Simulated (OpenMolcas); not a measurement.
**Sm³⁺: effect of the basis set**

| Property | Result |
| --- | --- |
| Program | OpenMolcas |
| Method | SS-RASPT2, IPEA 0.25 Eh, imaginary shift 0.1 Eh (closed shells correlated: 5s 5p) |
| Active space | 5 electrons in 12 orbitals (RAS2 4f; RAS3 5d, at most 1 electron) |
| State averaging | 2S+1 = 6 odd, 21 roots; 2S+1 = 4 odd, 128 roots kept (CI in the orbitals of an earlier block); 2S+1 = 2 odd, 130 roots kept (CI in the orbitals of an earlier block); 2S+1 = 6 even, 175 roots (17 in the spin-orbit step); 2S+1 = 4 even, 128 roots kept (CI in the orbitals of an earlier block, 0 in the spin-orbit step); 2S+1 = 2 even, 120 roots kept (CI in the orbitals of an earlier block, 0 in the spin-orbit step) |
| Spin-orbit coupling | state interaction with AMFI integrals over the reference wave functions, term energies averaged over their components |

A. ANO-RCC-VDZP [7s6p4d2f1g], DKH2, point nucleus; CASPT2 step of the order of 3 core-minutes
B. ANO-R2 [8s6p5d3f1g], X2C, finite nucleus; CASPT2 step roughly 2.5 core-minutes
C. ANO-RCC-VTZP [8s7p5d3f2g1h], DKH2, point nucleus; CASPT2 step roughly 3 core-minutes

Energies in cm⁻¹ above 4f⁵ ⁶H°_5/2.

```csv
Level,A,B,C
4f⁵ ⁶H°_5/2,0.0,0.0,0.0
4f⁵ ⁶H°_7/2,1107,1119,1114
4f⁵ ⁶H°_9/2,2410,2440,2430
4f⁵ ⁶H°_11/2,3860,3900,3870
4f⁵ ⁶H°_13/2,5410,5450,5420
4f⁵ ⁶H°_15/2,7020,7070,7020
4f⁵ ⁶F°_1/2,7220,7150,6940
4f⁵ ⁶F°_3/2,7500,7430,7210
4f⁵ ⁶F°_5/2,8060,7980,7770
4f⁵ ⁶F°_7/2,8990,8920,8700
4f⁵ ⁶F°_9/2,10260,10210,9970
4f⁵ ⁶F°_11/2,11780,11740,11490
4f⁵ ⁴F°_3/2(1),21360,21200,20700
4f⁵ ⁴G°_7/2(1) [58 %],23010,22860,22370
4f⁵ ⁴I°_9/2(1),23950,23830,23540
4f⁵ ⁴M°_15/2 [73 %],24520,24440,24290
4f⁵ ⁴I°_11/2(1),24670,24560,24270
4f⁵ ⁴F°_5/2(1) [51 %],25350,25210,24700
4f⁵ ⁴I°_13/2(1) [64 %],25380,25270,24980
4f⁵ ⁴G°_9/2(1) [72 %],25940,25800,25300
4f⁵ ⁴M°_17/2,26320,26260,26120
4f⁵ ⁴I°_15/2(1) [60 %],26630,26540,26260
4f⁵ ⁴M°_19/2,27960,27910,27760
4f⁵ ⁴F°_7/2(1) [57 %],28230,28110,27570
```

Among A to C the level of the table that moves most is 4f⁵ ⁴F°_3/2(1), by 660 cm-1 (lowest in C, highest in A). Moves below CASPT2's spread within the term are not significant.

CASPT2 does not keep the components of a term degenerate, so their means are used; among the terms shown or strongly mixed into the levels shown the widest spread is 62 cm-1 (4f⁵ ⁶H°, A). Each CASPT2 term energy is a mean over a sample of three components. High states are left out of the spin-orbit mixing, which shifts the levels that they would mix with. Terms from blocks run as CI alone lack orbitals of their own. The basis is small and was not contracted for so high a charge (holds for A). Only configurations of the active space appear. Levels that lie high or do not pair safely by name in every column are left out.

A share in square brackets marks a mixed level and gives the weight of the term that names it, the lowest over the columns. A number in round brackets counts repeated terms of one configuration in the order of the reference energies. ° marks odd parity.
